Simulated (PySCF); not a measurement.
C₄H₆N₃O₂ (charge -1).
Atom-mapped SMILES: `[CH3:1][O:2][c:3]1[n:4][n:5][n-:6][c:7]1[O:8][CH3:9]`

NICS is the negative of the GIAO shielding at a point without a nucleus: at the ring centre (0) and 1 Å above and below it (1); zz is the component along the ring normal. Level: GIAO PBE0/pcSseg-1 (PySCF, non-relativistic, gas phase) on the GFN2-xTB geometry, one conformer.

Ring bond lengths (Å), with Mayer bond orders in brackets: C3–N4 1.337 (1.42), N4–N5 1.322 (1.33), N5–N6 1.322 (1.33), N6–C7 1.337 (1.42), C7–C3 1.393 (1.36).

Q: What do the NICS probes read (ppm)?

A: 
| ring | type | NICS(0) | NICS(1), two faces | NICS(1)zz, two faces | rms pucker (Å) | centre to ring atoms, mean (Å) |
| --- | --- | --- | --- | --- | --- | --- |
| C3–N4–N5–N6–C7 | 5-membered ring with 3 N; formal bonds all aromatic | -11.8 | -12.6 / -12.6 | -30.8 / -30.8 | 0.00 | 1.14 |

Q: What can be read from them?

A: 
- C3–N4–N5–N6–C7: mean NICS(1)zz -30.8 ppm, shielded. For a flat ring without four-coordinate atoms the NICS criterion counts such a value as aromatic.

Q: And the bond-length index? HOMA takes Krygowski's 1993 parameters.

A: 
- C3–N4–N5–N6–C7: HOMA 0.99; the largest term is that of N4–N5, α(R − Ropt)² = 0.02. The geometric and the magnetic index point the same way.

Q: Give the inner angles of the rings and the Hirshfeld charges of the ring atoms.

A: 
- C3–N4–N5–N6–C7: C3 107.3° (+0.004 e), N4 107.0° (-0.244 e), N5 111.5° (-0.214 e), N6 107.0° (-0.244 e), C7 107.2° (+0.003 e); sum 540.0° against 540° for a flat convex ring.

Hardware: Arm Neoverse V1, one thread (shared host). Cost: 24 s wall, 0.81 GiB resident at most. This is the whole shielding run at PBE0/pcSseg-1, SCF included.

Shape of the structure used: `[CH3:1][O:2][c:3]1[n:4][n:5][n-:6][c:7]1[O:8][CH3:9]`: C1–O2–C3–N4 0°, N6–C7–O8–C9 0°.
